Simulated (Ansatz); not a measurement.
Cost and result for the atomization energy of C₂H₁₀AlBSi (`[CH3][Al]([CH3])[BH][SiH3]`) (15 atoms, 14 bonds).

Cartesian coordinates in Å:
```
C -1.3312 -0.8304 1.8594
Al 0.1617 -0.1955 0.7548
C 1.8624 -1.1725 0.7953
B -0.0927 1.4777 -0.5153
Si -0.5727 1.3356 -2.4571
H -1.4087 -1.9221 1.8280
H -2.3006 -0.4131 1.5775
H -1.1551 -0.5616 2.9080
H 2.7200 -0.5714 0.4837
H 2.0721 -1.5795 1.7892
H 1.8072 -2.0284 0.1112
H 0.1131 2.5999 -0.1361
H -1.2749 0.0747 -2.8320
H -1.3563 2.4731 -3.0174
H 0.7556 1.3133 -3.1491
```

Total charge 0; spin multiplicity 1. The geometry is a stationary point of PBE0-D4/def2-TZVP. It is one conformer, not always the lowest. Program: Ansatz. All runs use 4 threads of an AMD EPYC 9R45 on a shared host. Times are those of one run each, without the atoms' runs, and a repeat can differ threefold. Electronic energies, without spin–orbit coupling; frozen cores. CCSD(T)/CBS adds CCSD(T) − MP2 in def2-TZVPP to the MP2 limit, and its time is that of the two runs behind it. T1 = 0.012. B3LYP takes the VWN-RPA correlation (the form of Gaussian; ORCA's B3LYP/G).

CCSD(T)/CBS is a level of theory with its own doubt, some kJ/mol a heavy atom from the limit and from the frozen cores, so smaller differences don't rank the functionals.

```tsv
level	functions	wall time	atomization (kJ/mol)	difference from CCSD(T)/CBS	per bond
PBE-D4/def2-TZVPP (with forces)	317	1.4 s	5024.4	27.4	2.0
PBE0-D4/def2-TZVPP	317	1.6 s	4999.7	2.7	0.2
r2SCAN-D4/def2-TZVPP (with forces)	317	2.1 s	5027.1	30.1	2.1
B3LYP-D4/def2-TZVPP (with forces)	317	2.5 s	5010.2	13.2	0.9
B2PLYP/def2-TZVPP	317	2.9 s	4947.1	-49.9	-3.6
ωB97X-V/def2-TZVPP	317	3.8 s	5025.2	28.2	2.0
ωB97M-V/def2-TZVPP (with forces)	317	5.5 s	5013.5	16.5	1.2
MP2/def2-QZVPP	611	13 s	4955.6	-41.4	-3.0
CCSD(T)/def2-TZVPP	317	3.8 min	4889.6	-107.4	-7.7
CCSD(T)/CBS(def2)	–	4 min	4997.0	0.0	0.0
```

From PBE to PBE0 (25 % exact exchange), in def2-TZVPP and without D4, the atomization energy moves by −21.0 kJ/mol: exact exchange takes away binding that semilocal exchange gives to molecules. In def2-TZVPP, CCSD(T) changes the Hartree–Fock value by +1028.9 kJ/mol (the triples alone add +47.3 kJ/mol) and MP2 by +1031.5 kJ/mol; breaking electron pairs costs correlation energy, which Hartree–Fock lacks. The D4 term adds +43.5 kJ/mol with B3LYP and +23.4 kJ/mol with PBE0; it sums over pairs of atoms, weighted by their polarisabilities, and B3LYP, whose exchange is more repulsive, gets the larger term.
